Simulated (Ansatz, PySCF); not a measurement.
CsI, charge +1, doublet, at a GFN2-xTB geometry (such geometries of metal compounds can be far from the true shape) (a state made from the parent by changing its charge; the spin is typed, not shown lowest) (core potentials on Cs, I). Base run: PySCF with CASSCF(5,6)/def2-SVP.

PySCF was given this input:
```python
from pyscf import gto, scf, mcscf
import numpy

mol = gto.M(
    atom='''
Cs   -0.00000000   -0.00000000   -1.82880050
I     0.00000000    0.00000000    1.89781184
''',
    basis='def2-svp',
    ecp={'Cs': 'def2-svp', 'I': 'def2-svp'},
    charge=1,
    spin=1,
    verbose=4,
)

mf = scf.ROHF(mol)
mf.kernel()
mc = mcscf.CASSCF(mf, 6, 5)
mc.fix_spin_(ss=0.75)
mc.kernel()
occ = numpy.linalg.eigvalsh(mc.fcisolver.make_rdm1(mc.ci, mc.ncas, mc.nelecas))[::-1]
ss = mc.fcisolver.spin_square(mc.ci, mc.ncas, mc.nelecas)[0]
print('natural occupations', occ.round(4), ' <S^2>', round(ss, 4))
```

Programs used: Ansatz (an electronic-structure program), PySCF; a row that names a program was run with it.

Each row names what was changed in the base input (with any setting that the change needs).

```json
[
 {"change": "base", "ΔE vs base (mEh)": "0.000", "natural occupations": "1.99 1.98 1.00 0.01 0.01 0.01", "<S^2> of the state": "0.75"},
 {"change": "code = ansatz; correction = SC-NEVPT2, all electrons", "ΔE vs base (mEh)": "-122.4", "natural occupations": "-", "<S^2> of the state": "-"},
 {"change": "orbitals = fixed (CASCI)", "ΔE vs base (mEh)": "28.127", "natural occupations": "2.00 2.00 1.00 0.00 0.00 0.00", "<S^2> of the state": "0.75"},
 {"change": "conv_tol = 1e-5", "ΔE vs base (mEh)": "28.127", "natural occupations": "2.00 2.00 1.00 0.00 0.00 0.00", "<S^2> of the state": "0.75"},
 {"change": "active space = 5 electrons, 5 orbitals", "ΔE vs base (mEh)": "6.068", "natural occupations": "1.99 1.98 1.00 0.01 0.01", "<S^2> of the state": "0.75"},
 {"change": "correction = SC-NEVPT2", "ΔE vs base (mEh)": "-122.5", "natural occupations": "1.99 1.98 1.00 0.01 0.01 0.01", "<S^2> of the state": "0.75"},
 {"change": "orbitals = fixed (CASCI); correction = SC-NEVPT2", "ΔE vs base (mEh)": "-114.9", "natural occupations": "2.00 2.00 1.00 0.00 0.00 0.00", "<S^2> of the state": "0.75"},
 {"change": "active space = 9 electrons, 9 orbitals", "ΔE vs base (mEh)": "-23.336", "natural occupations": "2.00 1.99 1.98 1.97 1.00 0.02 0.02 0.01 0.01", "<S^2> of the state": "0.75"},
 {"change": "active space = 3 electrons, 4 orbitals", "ΔE vs base (mEh)": "28.147", "natural occupations": "2.00 1.00 0.00 0.00", "<S^2> of the state": "0.75"},
 {"change": "active space = 7 electrons, 9 orbitals", "ΔE vs base (mEh)": "-40.972", "natural occupations": "1.99 1.97 1.97 1.00 0.02 0.02 0.01 0.01 0.01", "<S^2> of the state": "0.75"},
 {"change": "state_average = 2 states", "ΔE vs base (mEh)": "0.902", "natural occupations": "-", "<S^2> of the state": "-"}
]
```

Active orbitals are taken around the Fermi level unless the row says otherwise; CASSCF can end in different local minima, and two programs can end on different orbitals. State-averaged rows give the lowest state.

Open shells are given as the SCF converged; they aren't shown to be the lowest states, and a large step between rows can be another state.
